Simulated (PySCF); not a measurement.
PySCF input file for CH₂O, SMILES [H]/[C-]=[O+]/[H], EOM-CCSD/aug-cc-pVDZ. Geometry: ωB97X-D3(BJ)/def2-TZVPD.

```python
import numpy as np
from pyscf import gto, scf, dft, cc
from pyscf.cc import eom_rccsd

mol = gto.M(
    atom='''
    C     0.22568141    0.70512575    0.00000000
    O    -0.15528407   -0.54676902    0.00000000
    H     0.63246237   -1.10936724    0.00000000
    H    -0.74427831    1.25276494    0.00000000
    ''',
    basis='aug-cc-pVDZ',
    charge=0,
    spin=0,
    max_memory=1600,
    verbose=4,
)
mf = scf.RHF(mol)
mf.conv_tol = 1e-10
mf.max_cycle = 100
mf.kernel()
mycc = cc.CCSD(mf, frozen=2)
mycc.conv_tol = 1e-8
mycc.kernel()
mycc.solve_lambda()
dip = scf.hf.dip_moment(mol, mycc.make_rdm1(ao_repr=True))
res = {}
for name, solver, nroots, keep in (('singlet', eom_rccsd.EOMEESinglet, 9, 6), ('triplet', eom_rccsd.EOMEETriplet, 6, 3), ('IP', eom_rccsd.EOMIP, 6, 5), ('EA', eom_rccsd.EOMEA, 3, 2)):
    eom = solver(mycc)
    eom.max_cycle, eom.max_space = 200, 40
    e = eom.kernel(nroots=nroots)[0]
    res[name] = (e[:keep] * 27.211386245988, all(eom.converged[:keep]))
    print(name, 'roots / eV', res[name][0].round(3))
```

Program output:

```
PySCF version 2.14.0

[INPUT] verbose = 4
[INPUT] num. atoms = 4
[INPUT] num. electrons = 16
[INPUT] charge = 0
[INPUT] spin (= nelec alpha-beta = 2S) = 0
[INPUT] symmetry False subgroup None
[INPUT] Mole.unit = angstrom
[INPUT] Symbol           X                Y                Z      unit          X                Y                Z       unit  Magmom
[INPUT]  1 C      0.225681410000   0.705125750000   0.000000000000 AA    0.426476056306   1.332494550879   0.000000000000 Bohr   0.0
[INPUT]  2 O     -0.155284070000  -0.546769020000   0.000000000000 AA   -0.293444363808  -1.033243701197   0.000000000000 Bohr   0.0
[INPUT]  3 H      0.632462370000  -1.109367240000   0.000000000000 AA    1.195180663393  -2.096400255165   0.000000000000 Bohr   0.0
[INPUT]  4 H     -0.744278310000   1.252764940000   0.000000000000 AA   -1.406482166354   2.367382635057   0.000000000000 Bohr   0.0

nuclear repulsion = 30.7713061795734
number of shells = 26
number of NR pGTOs = 92
number of NR cGTOs = 64
basis = aug-cc-pVDZ
ecp = {}


[settings echo left out]
init E= -113.877211835198
  HOMO = -0.184622297850555  LUMO = -0.0210880353101928  gap/eV = 4.44999
cycle= 1 E= -113.772918028272  delta_E= 0.104  |g|= 0.377  |ddm|= 1.99
  HOMO = -0.396638169690137  LUMO = 0.0317468675499821  gap/eV = 11.65695
cycle= 2 E= -113.803089083288  delta_E= -0.0302  |g|= 0.18  |ddm|= 0.504
  HOMO = -0.370132711556053  LUMO = 0.0329968758462131  gap/eV = 10.96971
cycle= 3 E= -113.809664988474  delta_E= -0.00658  |g|= 0.0514  |ddm|= 0.139
  HOMO = -0.368301153812408  LUMO = 0.0349959622424487  gap/eV = 10.97427
cycle= 4 E= -113.810440112669  delta_E= -0.000775  |g|= 0.0122  |ddm|= 0.0756
  HOMO = -0.37203457376459  LUMO = 0.0351230860451421  gap/eV = 11.07932
cycle= 5 E= -113.810535181008  delta_E= -9.51e-05  |g|= 0.00368  |ddm|= 0.0348
  HOMO = -0.371470580927774  LUMO = 0.0351430194996345  gap/eV = 11.06452
cycle= 6 E= -113.810547885233  delta_E= -1.27e-05  |g|= 0.00113  |ddm|= 0.0132
  HOMO = -0.37165947758816  LUMO = 0.0351836191586861  gap/eV = 11.07076
cycle= 7 E= -113.810549024978  delta_E= -1.14e-06  |g|= 0.000318  |ddm|= 0.00377
  HOMO = -0.371650975408209  LUMO = 0.0351870234111731  gap/eV = 11.07063
cycle= 8 E= -113.810549097297  delta_E= -7.23e-08  |g|= 7.93e-05  |ddm|= 0.00074
  HOMO = -0.371648068860126  LUMO = 0.0351885518618769  gap/eV = 11.07059
cycle= 9 E= -113.810549102353  delta_E= -5.06e-09  |g|= 1.65e-05  |ddm|= 0.000192
  HOMO = -0.371648409678185  LUMO = 0.0351882155709315  gap/eV = 11.07059
cycle= 10 E= -113.81054910261  delta_E= -2.57e-10  |g|= 3.1e-06  |ddm|= 5.82e-05
  HOMO = -0.371648561943844  LUMO = 0.0351882730646773  gap/eV = 11.07059
cycle= 11 E= -113.810549102618  delta_E= -8.73e-12  |g|= 7.03e-07  |ddm|= 1.09e-05
  HOMO = -0.371648666708349  LUMO = 0.0351882773546484  gap/eV = 11.07060
Extra cycle  E= -113.810549102618  delta_E= -2.84e-14  |g|= 3.32e-07  |ddm|= 1.71e-06
converged SCF energy = -113.810549102618

******** <class 'pyscf.cc.ccsd.CCSD'> ********
CC2 = 0
CCSD nocc = 6, nmo = 62
frozen orbitals 2
max_cycle = 50
direct = 0
conv_tol = 1e-08
conv_tol_normt = 1e-05
diis_space = 6
diis_start_cycle = 0
diis_start_energy_diff = 1e+09
Init t2, MP2 energy = -114.130901262844  E_corr(MP2) -0.320352160225313
Init E_corr(CCSD) = -0.320352160225377
cycle = 1  E_corr(CCSD) = -0.328628075694109  dE = -0.00827591547  norm(t1,t2) = 0.0583018
cycle = 2  E_corr(CCSD) = -0.339004072633653  dE = -0.0103759969  norm(t1,t2) = 0.020619
cycle = 3  E_corr(CCSD) = -0.339945345602884  dE = -0.000941272969  norm(t1,t2) = 0.0125476
cycle = 4  E_corr(CCSD) = -0.342446268736668  dE = -0.00250092313  norm(t1,t2) = 0.0062334
cycle = 5  E_corr(CCSD) = -0.342276613567112  dE = 0.00016965517  norm(t1,t2) = 0.00148938
cycle = 6  E_corr(CCSD) = -0.342206110476068  dE = 7.0503091e-05  norm(t1,t2) = 0.000415251
cycle = 7  E_corr(CCSD) = -0.342217304710498  dE = -1.11942344e-05  norm(t1,t2) = 0.000162497
cycle = 8  E_corr(CCSD) = -0.342222446469496  dE = -5.141759e-06  norm(t1,t2) = 5.52085e-05
cycle = 9  E_corr(CCSD) = -0.342221184663435  dE = 1.26180606e-06  norm(t1,t2) = 2.46834e-05
cycle = 10  E_corr(CCSD) = -0.342220464875471  dE = 7.19787964e-07  norm(t1,t2) = 1.08543e-05
cycle = 11  E_corr(CCSD) = -0.342220680042517  dE = -2.15167046e-07  norm(t1,t2) = 4.20869e-06
cycle = 12  E_corr(CCSD) = -0.342220470466903  dE = 2.09575615e-07  norm(t1,t2) = 1.46869e-06
cycle = 13  E_corr(CCSD) = -0.342220470859938  dE = -3.9303516e-10  norm(t1,t2) = 6.53041e-07
CCSD converged
E(CCSD) = -114.1527695734783  E_corr = -0.3422204708599377
cycle = 1  norm(lambda1,lambda2) = 0.0230162
cycle = 2  norm(lambda1,lambda2) = 0.00503443
cycle = 3  norm(lambda1,lambda2) = 0.00342702
cycle = 4  norm(lambda1,lambda2) = 0.00169754
cycle = 5  norm(lambda1,lambda2) = 0.000393009
cycle = 6  norm(lambda1,lambda2) = 0.000128451
cycle = 7  norm(lambda1,lambda2) = 3.32297e-05
cycle = 8  norm(lambda1,lambda2) = 1.184e-05
cycle = 9  norm(lambda1,lambda2) = 5.10653e-06
Dipole moment(X, Y, Z, Debye): -0.31831, -1.59376,  0.00000

******** <class 'pyscf.cc.eom_rccsd.EOMEESinglet'> ********
max_space = 40
max_cycle = 200
conv_tol = 1e-08
partition = None
EOM-CCSD root 0 E = 0.1137067317163329  qpwt = 0.960666  conv = True
EOM-CCSD root 1 E = 0.2013544657488762  qpwt = 0.939331  conv = True
EOM-CCSD root 2 E = 0.2378382189319997  qpwt = 0.946922  conv = True
EOM-CCSD root 3 E = 0.2757389163371142  qpwt = 0.930311  conv = True
EOM-CCSD root 4 E = 0.2774832385994291  qpwt = 0.945067  conv = True
EOM-CCSD root 5 E = 0.3036012516060339  qpwt = 0.927226  conv = True
EOM-CCSD root 6 E = 0.3377318009256509  qpwt = 0.903195  conv = True
EOM-CCSD root 7 E = 0.3388676889713593  qpwt = 0.363299  conv = True
EOM-CCSD root 8 E = 0.351867556818539  qpwt = 0.893234  conv = True
singlet roots / eV [3.094 5.479 6.472 7.503 7.551 8.261]

******** <class 'pyscf.cc.eom_rccsd.EOMEETriplet'> ********
max_space = 40
max_cycle = 200
conv_tol = 1e-08
partition = None
EOM-CCSD root 0 E = 0.05623918147861374  qpwt = 0.965276  conv = True
EOM-CCSD root 1 E = 0.1933492798111477  qpwt = 0.932141  conv = True
EOM-CCSD root 2 E = 0.2315128036361607  qpwt = 0.939984  conv = True
EOM-CCSD root 3 E = 0.2613649871871386  qpwt = 0.948724  conv = True
EOM-CCSD root 4 E = 0.2734376467133099  qpwt = 0.937464  conv = True
EOM-CCSD root 5 E = 0.2758752958226783  qpwt = 0.940005  conv = True
triplet roots / eV [1.53  5.261 6.3  ]

******** <class 'pyscf.cc.eom_rccsd.EOMIP'> ********
max_space = 40
max_cycle = 200
conv_tol = 1e-08
partition = None
EOM-CCSD root 0 E = 0.3446438641041689  qpwt = 0.951718  conv = True
EOM-CCSD root 1 E = 0.5451884119535644  qpwt = 0.849869  conv = True
EOM-CCSD root 2 E = 0.5821529512484828  qpwt = 0.0775167  conv = True
EOM-CCSD root 3 E = 0.6043317985754613  qpwt = 0.95332  conv = True
EOM-CCSD root 4 E = 0.6129488970352033  qpwt = 0.900636  conv = True
EOM-CCSD root 5 E = 0.7539147441550423  qpwt = 0.0448417  conv = True
IP roots / eV [ 9.378 14.835 15.841 16.445 16.679]

******** <class 'pyscf.cc.eom_rccsd.EOMEA'> ********
max_space = 40
max_cycle = 200
conv_tol = 1e-08
partition = None
EOM-CCSD root 0 E = 0.02679142999359348  qpwt = 0.994426  conv = True
EOM-CCSD root 1 E = 0.03652627081431738  qpwt = 0.95091  conv = True
EOM-CCSD root 2 E = 0.04585829397899883  qpwt = 0.996129  conv = True
EA roots / eV [0.729 0.994]
```

The run converged.

Cost: about 40 core-seconds (a rough figure).
